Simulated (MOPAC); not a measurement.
Input for MOPAC: PM6 on CH4O2Si (a complex), monomers drawn apart or pushed together.

```
PM6 1SCF PRECISE CHARGE=0 THREADS=1
CH4O2Si

C      0.37267874 1    -0.35776862 1     0.69753512 1
O      1.43933991 1    -0.01463126 1     0.86222777 1
O     -0.74355244 1    -0.23104962 1     3.08396345 1
Si    -0.43039630 1     0.24379914 1     4.61311528 1
H     -1.60983824 1    -0.50938575 1     2.79721988 1
H     -1.23555427 1     1.42172779 1     4.93681899 1
H      0.99264749 1     0.53189882 1     4.54936162 1
H     -0.74966833 1    -0.84380110 1     5.53801191 1
```

Program output:

```
*******************************************************************************
 **                                                                           **
 **                              MOPAC v23.2.5                                **
 **                                                                           **
 *******************************************************************************
 ** MOPAC's Digital Object Identifier: https://doi.org/10.5281/zenodo.6511958 **
 **                                                                           **
 ** Please cite the open-source release paper for use of this MOPAC version:  **
 ** J. E. Moussa and J. J. P. Stewart (2026)                                  **
 ** MOPAC: An open-source semiempirical molecular orbital program             **
 ** J. Open Source Softw., 11(119), 8025, https://doi.org/10.21105/joss.08025 **
 *******************************************************************************

                              PM6 CALCULATION RESULTS

 *******************************************************************************
 *  PM6        - The PM6 Hamiltonian to be used
 *
 *
 *
 *                 CHARGE ON SYSTEM = 0
 *
 *
 *
 *  PRECISE    - TIGHTER CRITERIA TO BE USED
 *  1SCF       - DO 1 SCF AND THEN STOP
 *  THREADS=1  - MULTI-THREADING NOT USED
 *  T=         - A TIME OF 172800.0 SECONDS REQUESTED
 *  DUMP=N     - RESTART FILE WRITTEN EVERY 7200.0 SECONDS REQUESTED
 *******************************************************************************
PM6 1SCF PRECISE CHARGE=0 THREADS=1
 CH4O2Si

   ATOM   CHEMICAL          X               Y               Z
  NUMBER   SYMBOL      (ANGSTROMS)     (ANGSTROMS)     (ANGSTROMS)

     1       C          0.37267874  *  -0.35776862  *   0.69753512  *
     2       O          1.43933991  *  -0.01463126  *   0.86222777  *
     3       O         -0.74355244  *  -0.23104962  *   3.08396345  *
     4      Si         -0.43039630  *   0.24379914  *   4.61311528  *
     5       H         -1.60983824  *  -0.50938575  *   2.79721988  *
     6       H         -1.23555427  *   1.42172779  *   4.93681899  *
     7       H          0.99264749  *   0.53189882  *   4.54936162  *
     8       H         -0.74966833  *  -0.84380110  *   5.53801191  *



          CARTESIAN COORDINATES

    NO.       ATOM           X           Y           Z

     1         C          0.3727     -0.3578      0.6975
     2         O          1.4393     -0.0146      0.8622
     3         O         -0.7436     -0.2310      3.0840
     4        Si         -0.4304      0.2438      4.6131
     5         H         -1.6098     -0.5094      2.7972
     6         H         -1.2356      1.4217      4.9368
     7         H          0.9926      0.5319      4.5494
     8         H         -0.7497     -0.8438      5.5380

 General Reference for PM6:
 "Optimization of Parameters for Semiempirical Methods V: Modification of NDDO Approximations
 and Application to 70 Elements", J. J. P. Stewart, J. Mol. Mod., 13, 1173-1213 (2007)
 URL: https://link.springer.com/article/10.1007/s00894-007-0233-4

           Empirical Formula: C H4 O2 Si  =     8 atoms



      MOLECULAR POINT GROUP   :   C1


      RHF CALCULATION, NO. OF DOUBLY OCCUPIED LEVELS = 12


 -------------------------------------------------------------------------------
 PM6 1SCF PRECISE CHARGE=0 THREADS=1
 CH4O2Si



     1SCF WAS SPECIFIED, SO BFGS WAS NOT USED
     SCF FIELD WAS ACHIEVED


                              PM6 CALCULATION
                                                       MOPAC v23.2.5 Linux




          FINAL HEAT OF FORMATION =        -82.22082 KCAL/MOL =    -344.01192 KJ/MOL


          COSMO AREA              =        127.67 SQUARE ANGSTROMS
          COSMO VOLUME            =        114.00 CUBIC ANGSTROMS

          IONIZATION POTENTIAL    =         11.277384 EV
          HOMO LUMO ENERGIES (EV) =        -11.277 -0.115
          NO. OF FILLED LEVELS    =         12
          MOLECULAR WEIGHT        =         76.1269         POINT GROUP:  C1

          MOLECULAR DIMENSIONS (Angstroms)

            Atom       Atom       Distance
            H     8    O     2     5.22898
            H     5    H     7     3.29086
            H     6    O     2     2.28979


          SCF CALCULATIONS        =          1





   ATOM   CHEMICAL          X               Y               Z
  NUMBER   SYMBOL      (ANGSTROMS)     (ANGSTROMS)     (ANGSTROMS)

     1       C          0.37267874  *  -0.35776862  *   0.69753512  *
     2       O          1.43933991  *  -0.01463126  *   0.86222777  *
     3       O         -0.74355244  *  -0.23104962  *   3.08396345  *
     4      Si         -0.43039630  *   0.24379914  *   4.61311528  *
     5       H         -1.60983824  *  -0.50938575  *   2.79721988  *
     6       H         -1.23555427  *   1.42172779  *   4.93681899  *
     7       H          0.99264749  *   0.53189882  *   4.54936162  *
     8       H         -0.74966833  *  -0.84380110  *   5.53801191  *

                             CARTESIAN COORDINATES

   1    C        0.372678740    -0.357768620     0.697535120
   2    O        1.439339910    -0.014631260     0.862227770
   3    O       -0.743552440    -0.231049620     3.083963450
   4   Si       -0.430396300     0.243799140     4.613115280
   5    H       -1.609838240    -0.509385750     2.797219880
   6    H       -1.235554270     1.421727790     4.936818990
   7    H        0.992647490     0.531898820     4.549361620
   8    H       -0.749668330    -0.843801100     5.538011910


           Empirical Formula: C H4 O2 Si  =     8 atoms



      MOLECULAR POINT GROUP   :   C1


                  EIGENVALUES
 -33.72613 -30.36299 -20.17308 -19.72349 -16.91268 -15.48309 -15.47160 -14.10961
 -13.75678 -11.63777 -11.29320 -11.27738  -0.11522   0.73877   0.84157   1.48211
   1.57347   1.61288   1.96883   2.71432   4.46603   4.65385   4.85259   5.40874
   5.61492


              NET ATOMIC CHARGES AND DIPOLE CONTRIBUTIONS

  ATOM NO.   TYPE          CHARGE      No. of ELECS.   s-Pop       p-Pop       d-Pop
    1          C           0.320589        3.6794     1.72382     1.95559
    2          O          -0.322406        6.3224     1.80539     4.51701
    3          O          -0.586789        6.5868     1.64799     4.93880
    4         Si           0.291588        3.7084     1.15932     1.64381     0.90528
    5          H           0.361940        0.6381     0.63806
    6          H          -0.027151        1.0272     1.02715
    7          H          -0.010444        1.0104     1.01044
    8          H          -0.027327        1.0273     1.02733
 DIPOLE           X         Y         Z       TOTAL
 POINT-CHG.    -2.751    -0.522     0.772     2.905
 HYBRID         0.996     0.178    -0.471     1.116
 SUM           -1.755    -0.345     0.300     1.814


          ATOMIC ORBITAL ELECTRON POPULATIONS

     Atom    s        px        py        pz      x^2-y^2     xz        z^2       yz        xy
    1  C   1.72382   0.93709   0.52757   0.49093
    2  O   1.80539   1.47581   1.51619   1.52501
    3  O   1.64799   1.49401   1.77233   1.67246
    4 Si   1.15932   0.65512   0.63966   0.34903   0.17185   0.10685   0.20053   0.27634   0.14971
    5  H   0.63806
    6  H   1.02715
    7  H   1.01044
    8  H   1.02733

 **********************
 *                    *
 * JOB ENDED NORMALLY *
 *                    *
 **********************




 == MOPAC DONE ==
```

The run finished.

Cost: roughly 0.03 core-seconds.
